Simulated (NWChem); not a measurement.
The numbers come from NWChem runs, not from measurements. System: Br2Sn, charge 0, spin multiplicity 1, optimised in this run. The structure started from a generated list of species. Level: PBE0/def2-SVP with def2 effective core potentials on Sn. This build takes 78.918 as the default mass of Se and 79.917 as that of Br, the reverse of their main isotopes.

The NWChem input:

```
start mol
memory heap 200 mb stack 900 mb global 1100 mb
geometry units angstroms
  Sn     0.000000     0.000000     0.949652
  Br    -1.955841     0.000000    -0.678323
  Br     1.955841     0.000000    -0.678323
  symmetry group C2v
end
basis spherical
  * library def2-svp
end
ecp
  Sn library def2-ecp
end
dft
  xc pbe0
  semidirect memsize 60000000 filesize 0
  iterations 100
  grid fine
  convergence energy 1e-8
end
driver
  maxiter 80
end
task dft optimize
task dft freq numerical
```

NWChem printed:

```
             Northwest Computational Chemistry Package (NWChem) 7.3.0
             --------------------------------------------------------

                                NWChem Input Module
                                -------------------

 Scaling coordinates for geometry "geometry" by  1.889725989
 (inverse scale =  0.529177249)

 Turning off AUTOSYM since
 SYMMETRY directive was detected!

          ------
          auto-z
          ------

                             Geometry "geometry" -> ""
                             -------------------------

 Output coordinates in angstroms (scale by  1.889725989 to convert to a.u.)

  No.       Tag          Charge          X              Y              Z
 ---- ---------------- ---------- -------------- -------------- --------------
    1 Sn                  50.0000     0.00000000     0.00000000     0.94965208
    2 Br                  35.0000    -1.95584100     0.00000000    -0.67832292
    3 Br                  35.0000     1.95584100     0.00000000    -0.67832292

 Effective nuclear repulsion energy (a.u.)     893.5473442587

            Nuclear Dipole moment (a.u.)
            ----------------------------
        X                 Y               Z
 ---------------- ---------------- ----------------
     0.0000000000     0.0000000000     0.0000000000

      Symmetry information
      --------------------

 Group name             C2v
 Group number             16
 Group order               4
 No. of unique centers     2

      Symmetry unique atoms

     1    2


 Summary of "ao basis" -> "" (spherical)
 ------------------------------------------------------------------------------
       Tag                 Description            Shells   Functions and Types
 ---------------- ------------------------------  ------  ---------------------
 *                          def2-svp                  on all atoms

                           NWChem Geometry Optimization
                           ----------------------------

 maximum gradient threshold         (gmax) =   0.000450
 rms gradient threshold             (grms) =   0.000300
[...]
    6   -5.09464D-01  0.00000D+00 -5.74900D-01  6.29846D-01  0.00000D+00  6.09815D-01
    7   -6.04708D-01  0.00000D+00  5.27640D-01 -8.55095D-02  0.00000D+00 -1.10388D-02  8.20003D-01
    8    0.00000D+00  0.00000D+00  0.00000D+00  0.00000D+00  0.00000D+00  0.00000D+00  0.00000D+00  0.00000D+00
    9    5.09464D-01  0.00000D+00 -5.74900D-01  1.10388D-02  0.00000D+00  8.84726D-02 -6.29846D-01  0.00000D+00  6.09815D-01

 center of mass
 --------------
 x =   0.00000000 y =   0.00000000 z =   0.02550764

 moments of inertia (a.u.)
 ------------------
         648.464809026948           0.000000000000           0.000000000000
           0.000000000000        2800.560479608092           0.000000000000
           0.000000000000           0.000000000000        2152.095670581145

 Rotational Constants
 --------------------
 A=   0.092835 cm-1  (  0.133566 K)
 B=   0.027973 cm-1  (  0.040246 K)
 C=   0.021496 cm-1  (  0.030927 K)

 Temperature                      =   298.15K
 frequency scaling parameter      =   1.0000

 Zero-Point correction to Energy  =    0.813 kcal/mol  (  0.001295 au)
 Thermal correction to Energy     =    3.696 kcal/mol  (  0.005890 au)
 Thermal correction to Enthalpy   =    4.288 kcal/mol  (  0.006834 au)

 Total Entropy                    =   78.584 cal/mol-K
   - Translational                =   42.744 cal/mol-K (mol. weight = 277.7348)
   - Rotational                   =   28.358 cal/mol-K (symmetry #  =        2)
   - Vibrational                  =    7.482 cal/mol-K

 Cv (constant volume heat capacity) =   11.460 cal/mol-K
   - Translational                  =    2.979 cal/mol-K
   - Rotational                     =    2.979 cal/mol-K
   - Vibrational                    =    5.501 cal/mol-K


 ----------------------------------------------------------------------------
 Normal Eigenvalue ||    Projected Derivative Dipole Moments (debye/angs)
  Mode   [cm**-1]  ||      [d/dqX]             [d/dqY]           [d/dqZ]
 ------ ---------- || ------------------ ------------------ -----------------
    1        0.000 ||       0.000               0.175             0.000
    2        0.000 ||       0.000              -0.106             0.000
    3        0.000 ||       0.000              -0.106             0.000
    4        0.000 ||      -0.081               0.000             0.000
    5        0.000 ||      -0.072               0.000            -0.000
    6        0.000 ||      -0.024               0.000            -0.000
    7       77.004 ||      -0.000               0.000            -0.144
    8      243.919 ||      -1.158               0.000             0.000
    9      247.920 ||       0.000               0.000             0.765
 ----------------------------------------------------------------------------

 ----------------------------------------------------------------------------
 Normal Eigenvalue ||           Projected Infra Red Intensities
  Mode   [cm**-1]  || [atomic units] [(debye/angs)**2] [(KM/mol)] [arbitrary]
 ------ ---------- || -------------- ----------------- ---------- -----------
    1        0.000 ||    0.001322           0.030         1.288       1.363
    2        0.000 ||    0.000485           0.011         0.473       0.501
    3        0.000 ||    0.000485           0.011         0.473       0.501
    4        0.000 ||    0.000286           0.007         0.279       0.295
    5        0.000 ||    0.000224           0.005         0.218       0.231
    6        0.000 ||    0.000026           0.001         0.025       0.026
    7       77.004 ||    0.000893           0.021         0.871       0.921
    8      243.919 ||    0.058162           1.342        56.699      59.990
    9      247.920 ||    0.025375           0.585        24.736      26.172
 ----------------------------------------------------------------------------

 Task  times  cpu:       97.5s     wall:       97.5s

 Total times  cpu:      120.5s     wall:      120.5s
```
